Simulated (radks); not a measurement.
The numbers below are computed, except where a source is named.
Coherent X-ray form factor from a spherical all-electron density. Code: a radial shooting solver on a logarithmic mesh with Libxc functionals. Model: non-relativistic Kohn-Sham, LB94 model potential, spin-unpolarised, spherical densities, point nucleus.

sin(theta)/lambda (1/angstrom),f0 (electrons)
0.05,70.773
0.1,67.839
0.15,64.349
0.2,60.800
0.25,57.287
0.3,53.857
0.4,47.495
0.5,41.992
0.6,37.284
0.8,29.677
1,24.040
1.25,19.364
1.5,16.519
2,12.962

The species is in the configuration that NIST lists as its ground one. Which atom or ion scatters so?

Answer. Neutral hafnium, [Xe] 4f14 5d2 6s2. Extrapolating in s^2 from the first two rows gives f0(0) = 71.8, near the electron count 72; among species with that count, the fall with angle is slower the higher Z, and the table is that of Z = 72; from so few rows the species is fixed only to a neighbour or two.
